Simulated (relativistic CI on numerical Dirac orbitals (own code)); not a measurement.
**Pr2+: calculation against measurement**

Method of calculation: Dirac-Coulomb-Breit CI, separate exchange-only KLI orbitals for each configuration, a model potential for QED, valence Slater integrals scaled by 0.85, P86 correlation estimate, and configurations built on the next ion tied to the tabulated ionisation energy (semi-empirical) (own radial code, finite nucleus).

Configurations in the expansion (outside the closed core [Xe]): 4f3, 4f2.5d, 4f2.6s, 4f2.6p, 4f2.6d, 4f2.7s, 4f2.5f, 4f2.6f, 4f.5d2, 4f.5d.6s, 4f.6s2, 4f.5d.6p, 4f2.7p, 4f.5d.5f, 4f2.5g, 4f.6s.6p, 4f2.7d, 4f.5f2, 4f.5d.5g, 4f2.7f, 4f.5g2, 4f.6p2, 4f.5f.6s. Levels of other configurations are missing.

```tsv
Configuration	Term (tabulated)	J	Measured (cm⁻¹)	Computed	Error	Purity (%)
4f3	4I°	9/2	0.0	0	0	96
4f3	4I°	11/2	1398.3	1272	-127	97
4f3	4I°	13/2	2893.1	2648	-245	98
4f3	4I°	15/2	4453.8	4101	-352	97
4f3	4F°	3/2	9370.7	10498	1127	93
4f3	2H°2	9/2	10032.9	10247	214	77
4f3	4F°	5/2	10138.2	11186	1048	95
4f3	4F°	7/2	10859.1	11807	948	88
4f3	4S°	3/2	10950.2	11752	801	93
4f3	4F°	9/2	11761.7	12523	762	79
4f3	2H°2	11/2	12494.6	12435	-60	94
4f2.5d	2H	9/2	12846.7	14042	1195	57
4f2.5d	4K	11/2	13352.1	13729	377	78
4f3	4G°	5/2	14187.4	15955	1767	95
4f2.5d	4I	9/2	14558.8	15193	635	56
4f2.5d	2H	11/2	14860.0	15681	821	64
4f2.5d	4G	5/2	15045.8	16003	957	89
4f3	4G° †	7/2	15443.5	16924	1481	90
4f2.5d	4K	13/2	15454.2	15681	226	95
4f2.5d	4I	11/2	15525.5	16071	545	92
4f3	4G° †	9/2	15705.1	17947	2242	86
4f3	2K°	13/2	16089.1	16600	511	98
4f2.5d	4H	7/2	16136.0	17517	1381	92
4f2.5d	4G	7/2	16516.2	17052	536	91
4f2.5d	4I	13/2	17113.2	17681	568	97
4f3	4G°	11/2	17409.6	18889	1480	94
4f2.5d	4K	15/2	17534.8	17619	85	100
4f2.5d	4H	9/2	17627.0	18885	1258	91
4f3	2K°	15/2	17642.1	18071	429	96
4f2.5d	4G	9/2	18063.4	18418	354	91
4f2.5d	2I	11/2	18241.5	18421	180	61
4f3	2P°	1/2	18693.7	19533	840	94
4f2.5d	4I	15/2	18921.2	19412	491	98
4f2.5d	4H	7/2	18990.1	21068	2078	95
4f3	2D°1	5/2	19046.1	19736	690	94
4f2.5d	4H	11/2	19308.9	20353	1044	88
4f2.5d	2I	13/2	19360.1	19395	35	80
4f2.5d	4K	17/2	19649.7	19586	-63	100
4f2.5d	4G	11/2	19700.9	20039	338	77
4f2.5d	4F	3/2	20160.4	22305	2144	87
4f2.5d	4H	9/2	20315.7	22129	1813	68
4f2.5d	4F	5/2	20848.4	23053	2205	68
4f2.5d	4P	3/2	21148.4	22882	1734	78
4f2.5d	4H	13/2	21238.8	22011	773	88
4f2.5d	2G	7/2	21294.9	22653	1358	62
4f2.5d	4G	5/2	21418.8	23660	2241	85
4f2.5d	4P	5/2	21611.2	23245	1633	61
4f2.5d	4H	11/2	21755.8	23512	1757	88
4f2.5d	4D	3/2	23050.6	25334	2283	63
4f3	4D°	3/2	23091.7	25720	2628	74
4f2.5d	4H	13/2	23175.1	24856	1681	82
4f3	4D°	5/2	23246.0	25963	2717	73
4f3	4D°	1/2	23465.4	26118	2653	92
4f2.5d	4D	5/2	23751.6	26064	2313	88
4f2.5d	4G	9/2	23844.6	25726	1881	66
4f2.5d	4D	1/2	23955.4	26327	2371	62
4f3	2I°	11/2	24358.0	25986	1628	88
4f2.5d	4D	7/2	24470.9	26733	2262	66
4f3	4D°	7/2	24886.5	27530	2644	93
4f3	2I°	13/2	25391.8	26812	1421	97
4f3	2L°	17/2	26447.9	28362	1914	99
4f3	2H°1	9/2	26979.7	29402	2422	95
4f3	2D°2	5/2	27597.1	29969	2372	56
4f3	2H°1	11/2	28101.8	30252	2150	86
4f3	2F°2	7/2	31787.9	34061	2273	89
4f3	2F°1	7/2	53092.8	56679	3586	58
```

Measured levels from Martin, Zalubas and Hagan, Atomic Energy Levels: The Rare-Earth Elements, NSRDS-NBS 60 (1978); measured levels as listed in Maison, Palmeri and Quinet, J. Phys. B 58, 015001 (2025); pairs were made by configuration, J and term (by order where the table uses no LS term), so strongly mixed levels may be paired wrongly.

Mean error by configuration (cm⁻¹): 4f3 1366; 4f2.5d 1185. Over the excited levels the mean absolute error is 1292 cm⁻¹ (65 of the 80 excited levels that our extract of the source holds in range could be paired, and the others can miss by more), and the median relative error of those above 1,000 cm⁻¹ is 7.3 %. † marks terms whose computed intervals miss the measured ones by more than a factor of 2.5, or configurations far off the rest, from wrong mixing, a near crossing or a doubtful label or measurement; they are left out of the means.
